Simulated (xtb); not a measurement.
C$_{4}$H$_{5}$Si (SMILES C1=C[SiH]C=C1), doublet, from a rough starting geometry; GFN2-xTB (xtb).

Here is a job for xtb.
```
$ xtb mol.xyz --gfn 2 --uhf 1 --opt vtight --json

# file mol.xyz
10

C     -0.30050570    -1.14270216    -0.01745354
C      0.95047533    -0.86226110    -0.19928079
Si     1.17462221     0.88654875    -0.09914596
C     -0.55688087     1.17347911     0.19010136
C     -1.21206534     0.03242526     0.24326526
H     -0.84530121    -2.14877600    -0.00730864
H      1.64415439    -1.67511407    -0.38336863
H      2.36775996     1.74805968    -0.19989943
H     -1.09620717     2.09944509     0.39737706
H     -2.24553072    -0.12666244     0.40545078
```

Output, abridged:

```
   ID    Z sym.   atoms
    1    6 C      1, 2, 4, 5
    2   14 Si     3
    3    1 H      6-10

           -------------------------------------------------
          |                Calculation Setup                |
           -------------------------------------------------

           -------------------------------------------------
          |                 G F N 2 - x T B                 |
           -------------------------------------------------

          ...................................................
          :                      SETUP                      :
          :.................................................:
          :  # basis functions                  31          :
          :  # atomic orbitals                  30          :
          :  # shells                           16          :
          :  # electrons                        25          :
          :  max. iterations                   250          :
          :  Hamiltonian                  GFN2-xTB          :
          :  restarted?                      false          :
          :  GBSA solvation                  false          :
          :  PC potential                    false          :
          :  electronic temp.          300.0000000     K    :
          :  accuracy                    1.0000000          :
          :  -> integral cutoff          0.2500000E+02      :
          :  -> integral neglect         0.1000000E-07      :
          :  -> SCF convergence          0.1000000E-05 Eh   :
          :  -> wf. convergence          0.1000000E-03 e    :
          :  Broyden damping             0.4000000          :
          :  net charge                          0          :
          :  unpaired electrons                  1          :
          ...................................................

 iter      E             dE          RMSdq      gap      omega  full diag
   1    -12.9221362 -0.129221E+02  0.466E+00    2.82       0.0  T
   2    -12.9528366 -0.307004E-01  0.320E+00    2.79       1.0  T
   3    -12.9486012  0.423533E-02  0.189E+00    2.81       1.0  T
   4    -12.9662388 -0.176375E-01  0.696E-01    2.78       1.0  T
   5    -12.9694503 -0.321153E-02  0.268E-01    2.81       1.0  T
   6    -12.9698264 -0.376082E-03  0.963E-02    2.79       1.0  T
   7    -12.9698287 -0.226516E-05  0.571E-02    2.79       1.0  T
   8    -12.9698287 -0.859392E-07  0.242E-02    2.79       1.3  T
   9    -12.9698315 -0.276859E-05  0.974E-03    2.79       3.2  T
  10    -12.9698317 -0.199730E-06  0.439E-03    2.79       7.2  T
  11    -12.9698318 -0.910906E-07  0.947E-04    2.79      33.4  T
  12    -12.9698318 -0.167880E-08  0.396E-04    2.79      79.8  T

   *** convergence criteria satisfied after 12 iterations ***

         :::::::::::::::::::::::::::::::::::::::::::::::::::::
         ::                     SUMMARY                     ::
         :::::::::::::::::::::::::::::::::::::::::::::::::::::
         :: total energy             -12.705991153835 Eh    ::
         :: gradient norm              0.200015624958 Eh/a0 ::
         :: HOMO-LUMO gap              2.788720412000 eV    ::
         ::.................................................::
         :: SCC energy               -12.969828452848 Eh    ::
         :: -> isotropic ES            0.015625058910 Eh    ::
         :: -> anisotropic ES          0.002145870527 Eh    ::
         :: -> anisotropic XC          0.009244108341 Eh    ::
         :: -> dispersion             -0.007024694353 Eh    ::
         :: repulsion energy           0.263837299013 Eh    ::
         :: add. restraining           0.000000000000 Eh    ::
         :: total charge              -0.000000000000 e     ::
         :::::::::::::::::::::::::::::::::::::::::::::::::::::

      -----------------------------------------------------------
     |                   =====================                   |
     |                        A N C O P T                        |
[...]
 * total energy  :   -12.7059912 Eh     change       -0.4266099E-09 Eh
 * total energy  :   -12.7239651 Eh     change       -0.1797397E-01 Eh
 * total energy  :   -12.7267901 Eh     change       -0.2824987E-02 Eh
 * total energy  :   -12.7270382 Eh     change       -0.2480644E-03 Eh
 * total energy  :   -12.7270722 Eh     change       -0.3406575E-04 Eh
 * total energy  :   -12.7270758 Eh     change       -0.3566877E-05 Eh
 * total energy  :   -12.7270769 Eh     change       -0.1084143E-05 Eh
 * total energy  :   -12.7270770 Eh     change       -0.1302855E-06 Eh
 * total energy  :   -12.7270771 Eh     change       -0.3291653E-07 Eh
   *** GEOMETRY OPTIMIZATION CONVERGED AFTER 9 ITERATIONS ***
         :: total energy             -12.727077058674 Eh    ::
[...]
        13        1.0000           -0.2934548              -7.9853 (HOMO)
        14                         -0.1993641              -5.4250 (LUMO)
        15                         -0.1765407              -4.8039
        16                         -0.1578934              -4.2965
        17                         -0.1508593              -4.1051
        18                         -0.0826130              -2.2480
        19                         -0.0174257              -0.4742
        20                         -0.0082747              -0.2252
        21                          0.1664888               4.5304
        22                          0.1796197               4.8877
        23                          0.2272999               6.1851
        24                          0.2409231               6.5559
       ...                                ...                  ...
        30                          0.8516998              23.1759
      -------------------------------------------------------------
                  HL-Gap            0.0940907 Eh            2.5603 eV
             Fermi-level           -0.2852100 Eh           -7.7610 eV

     #   Z          covCN         q      C6AA      α(0)
     1   6 C        3.067    -0.050    29.172     8.856
     2   6 C        2.811    -0.158    32.059     9.277
     3  14 Si       3.006     0.412   171.255    28.527
     4   6 C        2.811    -0.158    32.059     9.277
     5   6 C        3.067    -0.050    29.172     8.856
     6   1 H        0.926     0.014     2.825     2.628
     7   1 H        0.926     0.019     2.755     2.596
     8   1 H        0.922    -0.062     4.391     3.277
     9   1 H        0.926     0.019     2.755     2.596
    10   1 H        0.926     0.014     2.825     2.628

 Mol. C6AA /au·bohr⁶  :       1902.905478
 Mol. C8AA /au·bohr⁸  :      66396.423716
 Mol. α(0) /au        :         78.517811

Wiberg/Mayer (AO) data.
largest (>0.10) Wiberg bond orders for each atom

 ---------------------------------------------------------------------------
     #   Z sym  total        # sym  WBO       # sym  WBO       # sym  WBO
 ---------------------------------------------------------------------------
     1   6 C    3.973 --     2 C    1.630     5 C    1.249     6 H    0.970
     2   6 C    3.967 --     1 C    1.630     3 Si   1.142     7 H    0.977
                             4 C    0.122
     3  14 Si   3.380 --     2 C    1.142     4 C    1.142     8 H    0.871
     4   6 C    3.967 --     5 C    1.630     3 Si   1.142     9 H    0.977
                             2 C    0.122
     5   6 C    3.973 --     4 C    1.630     1 C    1.249    10 H    0.970
     6   1 H    1.000 --     1 C    0.970
     7   1 H    1.000 --     2 C    0.977
     8   1 H    0.996 --     3 Si   0.871
     9   1 H    1.000 --     4 C    0.977
    10   1 H    1.000 --     5 C    0.970
 ---------------------------------------------------------------------------

Topologies differ in total number of bonds
Writing topology from bond orders to xtbtopo.mol

molecular dipole:
                 x           y           z       tot (Debye)
 q only:        0.636       0.472      -0.066
   full:        0.645       0.479      -0.067       2.049
molecular quadrupole (traceless):
                xx          xy          yy          xz          yz          zz
 q only:        0.634       1.859      -0.511       0.094      -0.304      -0.123
  q+dip:        2.938       2.981       1.266      -0.903       0.018      -4.204
   full:        1.773       2.857       0.074      -0.308      -0.269      -1.847

optimized geometry written to: xtbopt.xyz

           -------------------------------------------------
          | TOTAL ENERGY              -12.727077058674 Eh   |
          | GRADIENT NORM               0.000029810064 Eh/α |
          | HOMO-LUMO GAP               2.560338480480 eV   |
           -------------------------------------------------
```
